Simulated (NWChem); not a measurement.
All runs are NWChem calculations. System: ethylene glycol (C₂H₆O₂), charge 0, spin multiplicity 1, at a geometry optimised with PBE/def2-SVP. Level: MP2/def2-TZVP, 4 core orbitals frozen.

Input file:

```
start mol
memory heap 200 mb stack 900 mb global 1100 mb
geometry units angstroms nocenter noautoz noautosym
  O      1.345221    -0.525035     0.007332
  C      0.624489     0.679958    -0.242112
  C     -0.825528     0.264648    -0.453669
  O     -1.312698    -0.440491     0.666427
  H      2.197200    -0.292664     0.414687
  H      0.678794     1.373629     0.630671
  H      1.009418     1.223558    -1.140039
  H     -1.457758     1.165726    -0.602559
  H     -0.887231    -0.341215    -1.394295
  H     -0.594371    -1.072460     0.876145
end
basis spherical
  * library def2-tzvp
end
scf
  rhf
  nopen 0
  maxiter 100
  thresh 1e-7
  semidirect memsize 60000000 filesize 0
end
mp2
  freeze core 4
end
task mp2 energy
```

NWChem printed:

```
             Northwest Computational Chemistry Package (NWChem) 7.3.0
             --------------------------------------------------------

                                NWChem Input Module
                                -------------------

 Scaling coordinates for geometry "geometry" by  1.889725989
 (inverse scale =  0.529177249)

                             Geometry "geometry" -> ""
                             -------------------------

 Output coordinates in angstroms (scale by  1.889725989 to convert to a.u.)

  No.       Tag          Charge          X              Y              Z
 ---- ---------------- ---------- -------------- -------------- --------------
    1 O                    8.0000     1.34522100    -0.52503500     0.00733200
    2 C                    6.0000     0.62448900     0.67995800    -0.24211200
    3 C                    6.0000    -0.82552800     0.26464800    -0.45366900
    4 O                    8.0000    -1.31269800    -0.44049100     0.66642700
    5 H                    1.0000     2.19720000    -0.29266400     0.41468700
    6 H                    1.0000     0.67879400     1.37362900     0.63067100
    7 H                    1.0000     1.00941800     1.22355800    -1.14003900
    8 H                    1.0000    -1.45775800     1.16572600    -0.60255900
    9 H                    1.0000    -0.88723100    -0.34121500    -1.39429500
   10 H                    1.0000    -0.59437100    -1.07246000     0.87614500

 Effective nuclear repulsion energy (a.u.)     133.4680939608

            Nuclear Dipole moment (a.u.)
            ----------------------------
        X                 Y               Z
 ---------------- ---------------- ----------------
     0.0000037795     0.0000037795    -0.0000075589


 Summary of "ao basis" -> "" (spherical)
 ------------------------------------------------------------------------------
       Tag                 Description            Shells   Functions and Types
 ---------------- ------------------------------  ------  ---------------------
 *                         def2-tzvp                  on all atoms

 Summary of "ao basis" -> "ao basis" (spherical)
 ------------------------------------------------------------------------------
       Tag                 Description            Shells   Functions and Types
 ---------------- ------------------------------  ------  ---------------------
 O                         def2-tzvp                11       31   5s3p2d1f
 C                         def2-tzvp                11       31   5s3p2d1f
 H                         def2-tzvp                 4        6   3s1p

                                 NWChem SCF Module
                                 -----------------

  ao basis        = "ao basis"
  functions       =   160
  atoms           =    10
  closed shells   =    17
  open shells     =     0
  charge          =   0.00
  wavefunction    = RHF
  use symmetry    = F
  symmetry adapt  = F

 Summary of "ao basis" -> "ao basis" (spherical)
 ------------------------------------------------------------------------------
       Tag                 Description            Shells   Functions and Types
 ---------------- ------------------------------  ------  ---------------------
 O                         def2-tzvp                11       31   5s3p2d1f
 C                         def2-tzvp                11       31   5s3p2d1f
 H                         def2-tzvp                 4        6   3s1p

 Forming initial guess at       0.1s
[...]
   Bfn.  Coefficient  Atom+Function         Bfn.  Coefficient  Atom+Function
  ----- ------------  ---------------      ----- ------------  ---------------
    67      3.202545   3 C  s               145     -1.938689   8 H  s
   139     -1.867323   7 H  s                36      1.793105   2 C  s
   151     -1.425633   9 H  s                 5     -0.904376   1 O  s
   133     -0.850537   6 H  s                43      0.744372   2 C  px
    98     -0.623581   4 O  s               127      0.563529   5 H  s

 Vector   20  Occ=0.000000D+00  E= 1.842012D-01
              MO Center= -3.7D-01, -4.3D-01, -1.4D-01, r^2= 7.4D+00
   Bfn.  Coefficient  Atom+Function         Bfn.  Coefficient  Atom+Function
  ----- ------------  ---------------      ----- ------------  ---------------
    67     -4.990676   3 C  s                36      4.564447   2 C  s
   151      2.291659   9 H  s               133     -1.370514   6 H  s
   157      1.269526  10 H  s                74     -1.201916   3 C  px
    43     -0.924948   2 C  px              139     -0.748441   7 H  s
     5     -0.739619   1 O  s                76      0.721677   3 C  pz

 center of mass
 --------------
 x =  -0.02859747 y =  -0.06200606 z =   0.03662805

 moments of inertia (a.u.)
 ------------------
         125.753831308963          -4.163991055059          33.352708893019
          -4.163991055059         336.520971049668          35.582926497234
          33.352708893019          35.582926497234         353.447678989765

  Mulliken analysis of the total density
  --------------------------------------

    Atom       Charge   Shell Charges
 -----------   ------   -------------------------------------------------------
    1 O    8     8.56   0.79  1.18  0.56  0.95  0.32  1.85  2.05  0.83  0.00  0.03  0.00
    2 C    6     5.99   0.85  1.12  0.48  0.65  0.07  1.19  1.24  0.22  0.03  0.11  0.01
    3 C    6     5.91   0.85  1.12  0.48  0.64  0.04  1.19  1.24  0.18  0.03  0.11  0.01
    4 O    8     8.56   0.79  1.18  0.56  0.96  0.31  1.85  2.05  0.81  0.00  0.03  0.00
    5 H    1     0.66   0.24  0.34  0.03  0.05
    6 H    1     0.91   0.26  0.50  0.12  0.02
    7 H    1     0.92   0.26  0.51  0.13  0.02
    8 H    1     0.92   0.27  0.51  0.12  0.02
    9 H    1     0.92   0.26  0.51  0.13  0.02
   10 H    1     0.65   0.24  0.33  0.04  0.04

       Multipole analysis of the density wrt the origin
       ------------------------------------------------

     L   x y z        total         open         nuclear
     -   - - -        -----         ----         -------
     0   0 0 0     -0.000000      0.000000     34.000000

     1   1 0 0      0.954940      0.000000      0.000004
     1   0 1 0      0.552105      0.000000      0.000004
     1   0 0 1     -0.151039      0.000000     -0.000008

     2   2 0 0    -18.461822      0.000000    158.070128
     2   1 1 0      0.216934      0.000000      3.491575
     2   1 0 1      2.899163      0.000000    -13.557727
     2   0 2 0    -18.033158      0.000000     46.591531
     2   0 1 1     -0.908229      0.000000    -21.082219
     2   0 0 2    -18.613172      0.000000     36.011321

                   NWChem MP2 Semi-direct Energy/Gradient Module
                   ---------------------------------------------

  Basis functions       =    160
  Molecular orbitals    =    160
  Frozen core           =      4
  Frozen virtuals       =      0
  Active alpha occupied =     13
  Active beta occupied  =     13
  Active alpha virtual  =    143
  Active beta virtual   =    143
  Use MO symmetry       = F
  Use skeleton AO sym   = F

  AO/Fock/Back tols     =   1.0D-09  1.0D-09  1.0D-09

 GA uses MA = F    GA memory limited = T

 Available:
  local mem=  1.26D+08
 global mem=  1.44D+08
 local disk=  0.00D+00
  mp2_memr nvloc                   143
  nvloc new                   143
   1 passes of  13:        5242880                     145136                  80106839.
   1 passes of  13: M    126150937           G      144128000           F     120908057.

 Semi-direct pass number   1 of   1  for RHF alpha+beta  at       47.1s
  vrange nnbf                 12667
  mp2_eaftype                   305  avail_ma_in_mb                  1099
 EAF : mp2_eaftype filesize         305   40053420.
  mp2_eaf for mointskh                    305
Node 0 wrote    188.4 Mb in      0.1 s     Agg I/O rate:  1481.3 Mb/s
 Done moints_semi at       61.7s
  mp2_eaftype                   305  avail_ma_in_mb                   794
 EAF : mp2_eaftype filesize         305   40053420.
  mp2_eaf for kh                   305
 Done maket at       62.6s
 Done multipass loop at       62.6s

          -------------------------------------------
          SCF energy                -229.028601303047
          Correlation energy          -0.816658800759
          Singlet pairs               -0.518255599987
          Triplet pairs               -0.298403200771
          Total MP2 energy          -229.845260103806
          -------------------------------------------

          ---------------------------------------------------
                    Spin Component Scaled (SCS) MP2
          Same spin pairs                     -0.198935467181
          Same spin scaling factor             0.333333333333
          Opposite spin pairs                 -0.617723333578
          Opposite spin scaling fact.          1.200000000000
          SCS-MP2 correlation energy          -0.807579822687
          Total SCS-MP2 energy              -229.836181125734
          ---------------------------------------------------

 -----------------------
 Performance information
 -----------------------

 Timer overhead =  1.26D-07 seconds/call

               Nr. of calls         CPU time (s)                 Wall time (s)                GFlops
             ---------------    -------------------     ------------------------------   -------------------
Name         Min   Avg   Max    Min     Avg     Max     Min     Avg     Max   Mx/calls   Min     Max     Sum
mp2: moin     1     1     1    15.     15.     15.      15.     15.     15.     15.      0.0     0.0     0.0
mp2: make     1     1     1   0.88    0.88    0.88     0.88    0.88    0.88    0.88      0.0     0.0     0.0
mp2: tota     1     1     1    16.     16.     16.      16.     16.     16.     16.      0.0     0.0     0.0

 The average no. of pstat calls per process was 3.00D+00
 with a timing overhead of 3.77D-07s

 Task  times  cpu:       62.6s     wall:       62.6s

 Total times  cpu:       62.6s     wall:       62.6s
```
